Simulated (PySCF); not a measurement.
H5W, SMILES [WH5+] (connectivity only; charge and spin as stated), charge +1, multiplicity 1.

The structure is a stationary point at B3LYP-D3(BJ)/def2-TZVPD. The spin state was assumed, not searched. The def2 effective core potentials stand for the cores of W; spin–orbit coupling is left out.

Two levels are set side by side: PBE/def2-TZVPD (PySCF) and M06-2X/def2-TZVPD (PySCF). Same geometry, gas phase. Differences are taken from unrounded values.

| quantity | M06-2X |
|---|---|
| orbital gap (eV) | 7.20 |
| highest occupied level (eV) | -16.53 |
| lowest empty level (eV) | -9.33 |
| mean polarisability (bohr³) | 40.1 |

Question: What does PBE give, and how far is it from M06-2X? (Estimate from the structure and the level; the computed values follow.)

Answer: 
```tsv
quantity	PBE	PBE minus M06-2X
orbital gap (eV)	1.96	-5.24
highest occupied level (eV)	-13.98	2.55
lowest empty level (eV)	-12.02	-2.69
mean polarisability (bohr³)	40.7	0.6
```

PBE's occupied levels lie high since its potential decays too fast outside the molecule; exact exchange lowers them and widens the gap. Differences between two approximate levels are no errors against the true value.

Rough cost on one machine, each run with all the roots and properties that it gave: M06-2X against PBE about 4 times.
